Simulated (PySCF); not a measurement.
C4H2F2S (charge +1 and doublet state).
Atom-mapped SMILES: `[F:1][C:2]1=[C:3]([F:4])[S:5][CH:6][CH+:7]1` (hydrogens: H8 on C6; H9 on C7)

Structure used (GFN2-xTB), in Å, numbered top down from 1:
```xyz
9
C4H2F2S angstrom
F      1.5483    1.6245   -0.0690
C      0.7056    0.6451   -0.0170
C      1.1097   -0.7032    0.2694
F      2.3378   -1.0548    0.4966
S     -0.1821   -1.7891    0.2804
C     -1.2947   -0.4621   -0.1003
C     -0.6823    0.7454   -0.2240
H     -2.3458   -0.6729   -0.2086
H     -1.1829    1.6731   -0.4527
```

Method: PySCF, UKS B3LYP, pcH-1 on C F H S, non-relativistic, mean-field spin-orbit, GIAO. Isolated species at its GFN2-xTB geometry, gas phase. A GFN2-xTB geometry isn't a minimum of the functional, and hyperfine couplings can be far from their values at a DFT geometry, by a factor of two or more for some ions and for spin on atoms past the first row. Stability of the SCF solution: not tested.

(1) Where do the isotropic ENDOR lines of F4, F1, H8 and H9 fall at 343.5 mT, to first order?

(2) Which pairs are centred on the nuclear Larmor frequency, and which on half the coupling?

(3) At what field would the lower line of H8 fall to zero frequency?

## Answers

(1) For S = 1/2 in fast tumbling each set of equivalent nuclei gives two lines, ν± = |νn ± a/2| to first order, with νn = g_N μN B/h and μN/h = 7.62259 MHz/T.

```
nuclei  isotope     g_N  νn (MHz)  a_iso (MHz)  lower line (MHz)  upper line (MHz)
    F4      19F  5.2577     13.77        91.50             31.98             59.52
    F1      19F  5.2577     13.77        72.00             22.23             49.77
    H8       1H  5.5857     14.63       -30.83              0.79             30.04
    H9       1H  5.5857     14.63         5.30             11.98             17.27
```

(2) Centred on νn, since |a| < 2νn: H9. Centred on |a|/2 and split by 2νn: F4, F1 and H8.

(3) Where νn = |a|/2, that is B = 15.41 MHz/(5.5857 × 7.62259 MHz/T) = 362 mT, as far as first order holds there.

Largest spin populations (Mulliken): C6 (+0.43), C3 (+0.36), C2 (+0.27) and C7 (-0.13). Three atoms exceed +0.15.
